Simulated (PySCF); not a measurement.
An unknown shows these calculated signals:

1H NMR (400 MHz, computed): δ 6.96 (m, 1H), 6.07 (m, 1H), 4.93 (m, 1H), 2.29 (s, 6H).

13C{1H} NMR (computed): δ 144.2 (C), 137.1 (CH), 103.0 (CH2), 12.6 (CH3).

[PySCF 2.14: geometry from PBE0-D3(BJ)/def2-SVP; NMR shieldings at B97-2/pcSseg-1/GIAO; single conformer; non-relativistic Hamiltonian; in vacuum; rapidly exchanging positions averaged]

References, each an isolated molecule treated in the same way: 1H (σref 31.38) and 13C (σref 183.69) against TMS.

**Question.** Which of these does the molecule contain: a tert-butyl group, a heteroaromatic ring, a non-aromatic C=C double bond, an amide, a vinyl group CH=CH2, a nitrile?

**Answer.** 
- A tert-butyl group: no.
- A heteroaromatic ring: yes.
- A non-aromatic C=C double bond: yes.
- An amide: no.
- A vinyl group CH=CH2: yes (δC 103.0, 137.1; δH 4.93 (m), 6.07 (m), 6.96 (m)).
- A nitrile: no.

The data belong to `InChI=1S/C6H9N3/c1-4-9-7-5(2)6(3)8-9/h4H,1H2,2-3H3`; they needn't prove each group on their own.

Carbon signals by region: 3 in the sp2 and nitrile region (100–160 ppm), 1 below 50 ppm.

Shifts are as computed. Against solution values, carbons near 30 ppm lie about +1 ppm off and those near 130 ppm about +2 ppm. Of 1309 compounds with measured shifts, 239 miss one by over three times the rms of a fit or turn the order of signals round; such compounds aren't used in these exercises. No couplings were computed; multiplicities are counted from neighbouring protons, with m where these are inequivalent, close in shift, in a saturated or five-membered ring or joined by F or P, and br s for small geminal =CH2 splittings.
